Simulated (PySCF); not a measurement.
Record of a relaxation.

Species: C2H10OSi2.
Numbering: `[CH3:1][O:2][CH:3]([SiH3:4])[SiH3:5]` (hydrogens: H6, H7, H8 on C1; H9 on C3; H10, H11, H12 on Si4; H13, H14, H15 on Si5)

Method: PBE0-D3(BJ)/def2-SVP geometry optimisation, gas phase in PySCF 2.14.0; density fitting, grid level 1; the optimiser is geomeTRIC in internal coordinates, started from a GFN2-xTB structure with every atom displaced at random (about 0.01 Å). 5 of its 7 geometries are shown. The frame can shift and turn from step to step; on so coarse a grid that alone can change the energy by a few meV, and forces under 0.02 eV/Å are noise.

Step 0: E = -20018.6954 eV, largest atomic force 2.186 eV/Å
```
atom  x, y, z in Å  |  force x, y, z in eV/Å
C1      1.792   -0.085   -1.191   -1.050   1.915  -0.094
O2      0.584    0.562   -0.794    0.446  -0.553  -0.015
C3     -0.045   -0.017    0.368    1.045   0.121  -0.212
Si4    -0.730    1.516    1.247   -0.828  -1.005   0.033
Si5    -1.232   -1.392   -0.190    0.025   0.838   0.779
H6      2.124    0.482   -2.076    0.177  -0.208   0.073
H7      2.545   -0.014   -0.406    0.409  -0.048   0.360
H8      1.624   -1.106   -1.462   -0.124  -1.211  -0.259
H9      0.759   -0.429    1.038   -0.458   0.025  -0.132
H10    -1.746    2.135    0.376   -0.201   0.234  -0.196
H11    -1.403    1.085    2.512    0.010   0.073   0.075
H12     0.335    2.448    1.536    0.722   0.570   0.175
H13    -0.537   -2.410   -0.940    0.540  -0.704  -0.550
H14    -2.258   -0.786   -1.039   -0.454   0.169  -0.301
H15    -1.828   -2.006    1.012   -0.257  -0.217   0.263
```

Step 2: E = -20018.8528 eV, largest atomic force 0.109 eV/Å
```
atom  x, y, z in Å  |  force x, y, z in eV/Å
C1      1.886   -0.188   -1.082    0.054  -0.070  -0.063
O2      0.714    0.517   -0.811   -0.019   0.047   0.003
C3     -0.011    0.033    0.311   -0.068  -0.026   0.034
Si4    -0.786    1.543    1.164    0.037   0.050   0.003
Si5    -1.280   -1.281   -0.230    0.003  -0.033  -0.015
H6      2.357    0.271   -1.964   -0.011  -0.003   0.018
H7      2.600   -0.140   -0.236   -0.002   0.009  -0.005
H8      1.693   -1.257   -1.307   -0.002   0.045   0.022
H9      0.667   -0.424    1.062    0.024   0.003   0.002
H10    -1.774    2.208    0.264    0.008  -0.011  -0.012
H11    -1.485    1.101    2.410   -0.016  -0.014  -0.003
H12     0.289    2.518    1.520   -0.013  -0.016   0.003
H13    -0.605   -2.353   -1.026   -0.014   0.009   0.008
H14    -2.339   -0.654   -1.075    0.012   0.014  -0.005
H15    -1.923   -1.900    0.970    0.006  -0.003   0.011
```

Step 3: E = -20018.8538 eV, largest atomic force 0.041 eV/Å
```
atom  x, y, z in Å  |  force x, y, z in eV/Å
C1      1.886   -0.187   -1.086    0.000   0.000  -0.005
O2      0.714    0.517   -0.805    0.004   0.038  -0.013
C3     -0.010    0.031    0.317   -0.010  -0.035   0.015
Si4    -0.785    1.544    1.165   -0.006  -0.005  -0.003
Si5    -1.279   -1.283   -0.228   -0.010   0.007   0.018
H6      2.346    0.271   -1.973   -0.008  -0.004   0.007
H7      2.608   -0.134   -0.247    0.006   0.005   0.002
H8      1.692   -1.255   -1.303   -0.004  -0.013   0.000
H9      0.669   -0.427    1.068    0.017   0.010  -0.009
H10    -1.762    2.206    0.252    0.007   0.001  -0.005
H11    -1.499    1.098    2.403   -0.009   0.003  -0.005
H12     0.287    2.515    1.533    0.004  -0.004   0.008
H13    -0.609   -2.356   -1.025    0.003  -0.003  -0.002
H14    -2.332   -0.647   -1.074    0.003   0.002  -0.003
H15    -1.923   -1.901    0.972    0.002  -0.003  -0.003
```

Step 4: E = -20018.8544 eV, largest atomic force 0.040 eV/Å
```
atom  x, y, z in Å  |  force x, y, z in eV/Å
C1      1.883   -0.187   -1.089   -0.019   0.033   0.012
O2      0.714    0.520   -0.801    0.011   0.012  -0.008
C3     -0.007    0.029    0.322    0.013  -0.025   0.004
Si4    -0.785    1.543    1.167   -0.023  -0.025  -0.005
Si5    -1.276   -1.283   -0.226   -0.009   0.018   0.023
H6      2.334    0.267   -1.983    0.003  -0.006  -0.005
H7      2.613   -0.128   -0.257    0.005   0.000   0.003
H8      1.686   -1.255   -1.297   -0.001  -0.026  -0.008
H9      0.674   -0.427    1.072    0.008   0.013  -0.010
H10    -1.748    2.208    0.240    0.007   0.008  -0.001
H11    -1.517    1.097    2.393   -0.005   0.009  -0.004
H12     0.286    2.509    1.549    0.009   0.002   0.009
H13    -0.608   -2.355   -1.024    0.007  -0.006  -0.005
H14    -2.326   -0.641   -1.071   -0.003  -0.005   0.001
H15    -1.920   -1.903    0.974   -0.002  -0.001  -0.007
```

Step 6: E = -20018.8553 eV, largest atomic force 0.024 eV/Å
```
atom  x, y, z in Å  |  force x, y, z in eV/Å
C1      1.877   -0.184   -1.097   -0.011   0.018   0.011
O2      0.713    0.527   -0.795    0.000  -0.022   0.003
C3     -0.002    0.027    0.330    0.011   0.012  -0.018
Si4    -0.786    1.541    1.168   -0.008  -0.009   0.000
Si5    -1.270   -1.286   -0.217    0.006  -0.001   0.004
H6      2.312    0.260   -2.003    0.004   0.000  -0.004
H7      2.622   -0.116   -0.279   -0.001  -0.004   0.001
H8      1.675   -1.254   -1.291    0.001  -0.005  -0.004
H9      0.686   -0.425    1.075   -0.003   0.003   0.003
H10    -1.710    2.224    0.216    0.004   0.006   0.001
H11    -1.563    1.098    2.369    0.001   0.001   0.000
H12     0.285    2.490    1.592    0.002   0.001   0.004
H13    -0.604   -2.356   -1.021    0.001   0.000  -0.001
H14    -2.322   -0.643   -1.059   -0.005  -0.003   0.004
H15    -1.911   -1.912    0.981   -0.002   0.001   0.000
```

**Question.** Summarise the path.

**Answer.** The energy falls by 0.1598 eV from step 0 to step 6; nine tenths of that is first reached at step 1. It falls at every step. The largest force goes from 2.186 to 0.024 eV/Å. Among the bonds Si5–H13 changes most, from 1.443 to 1.495 Å; the atoms move by 0.086 Å rms after alignment.

What follows is the cost of the whole optimisation. The run took 50 s of wall time on one thread of an Arm Neoverse V1, shared host with 32 logical CPUs at a one-minute load of 28, and the process peaked at 0.51 GiB of memory.
